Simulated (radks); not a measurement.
Values are calculated unless marked as measured or tabulated.
Species: Ca+. Configuration: [Ar] 4s1.

Level of theory: Dirac Kohn-Sham, LDA (Slater exchange, Perdew-Wang correlation), spin-unpolarised, spherical densities, point nucleus (a radial shooting solver on a logarithmic mesh with Libxc functionals).

Energy parts (eV):
part                      energy
total                 -18461.801
kinetic                18595.543
electron-nucleus      -43784.821
Hartree                 7656.867
exchange-correlation    -929.390

Orbitals (lengths in bohr, moments of r in powers of bohr; r(90%) holds 90 % of the orbital's charge):
| orbital | occ. | eigenvalue (eV) | r(90%) | small-component weight |
|---|---|---|---|---|
| 1s1/2 | 2 | -3944.542 | 0.138 | 5.09e-03 |
| 2s1/2 | 2 | -420.1140 | 0.569 | 8.52e-04 |
| 2p1/2 | 2 | -344.0312 | 0.540 | 8.34e-04 |
| 2p3/2 | 4 | -340.3542 | 0.543 | 8.26e-04 |
| 3s1/2 | 2 | -53.7967 | 1.74 | 1.67e-04 |
| 3p1/2 | 2 | -35.1782 | 1.95 | 1.40e-04 |
| 3p3/2 | 4 | -34.7868 | 1.97 | 1.38e-04 |
| 4s1/2 | 1 | -9.1692 | 5.24 | 2.34e-05 |

The highest occupied level is 4s1/2 at -9.169 eV. Summed over all electrons, <r^2> = 30.01 bohr^2, which gives a Langevin (diamagnetic) susceptibility term of -23.8 x 10^-6 cm^3/mol.
